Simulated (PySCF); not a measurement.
## Electron correlation in Co (cobalt, neutral)

[Ar] 3d7 4s2, high-spin 4F determinant. Computed with PySCF 2.14 in def2-QZVPPD (11s6p5d4f2g, 100 functions), with no relativity, point nucleus. Frozen: [Ar]; 9 electrons correlated.

MP2 pair energies summed by pair of shells (mhartree):

| pair | energy | share (%) |
| --- | --- | --- |
| 3d-3d | -195.15 | 75.8 |
| 3d-4s | -39.26 | 15.2 |
| 4s-4s | -23.13 | 9.0 |

Total MP2 correlation energy: -257.54 mhartree.

Same-spin part -99.85 and opposite-spin part -157.69 mhartree; SCS-MP2 scales them by 1/3 and 6/5 to -222.51 mhartree.
